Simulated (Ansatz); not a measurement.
Gas-phase electronic energies from Ansatz, PBE0-D4/def2-TZVP geometries. CBS: MP2 limit from def2 TZ/QZ plus the TZ coupled-cluster correction, frozen cores. DFT in def2-TZVPP. B3LYP here is the variant with VWN-RPA as its local correlation; programs differ in this. For Se outer-core shells are correlated without core-valence functions, which leaves a few kJ/mol of doubt a bond. Scalar relativity is left out up to krypton. One conformer a species, not always the lowest.

Consider the redistribution: `O[SiH2]N[SiH2][SiH3]` + `B[Se][SiH2]C` → `B[Se][SiH2][SiH3]` + `C[SiH2]N[SiH2]O`.

```
             level  ΔE (eV)
         r2SCAN-D4    -0.06
          B3LYP-D4    -0.06
           ωB97X-V    -0.05
            B2PLYP    -0.08
            r2SCAN    -0.07
CCSD(T)/def2-TZVPP    -0.06
    MP2/def2-QZVPP    -0.06
      HF/CBS(def2)    -0.11
```

(1) What does CCSD(T)/CBS give? (Best estimate.)

Largest T1 diagnostic among the species: 0.014.

Answers

(1) Computed: -0.06 eV. The listed levels differ from it by 0.00, 0.00, 0.01, -0.02, -0.01, 0.00, 0.00, -0.05 eV.

In def2-TZVPP, CCSD(T) changes the Hartree–Fock value by +0.04 eV (the triples alone add +0.01 eV) and MP2 by +0.04 eV.
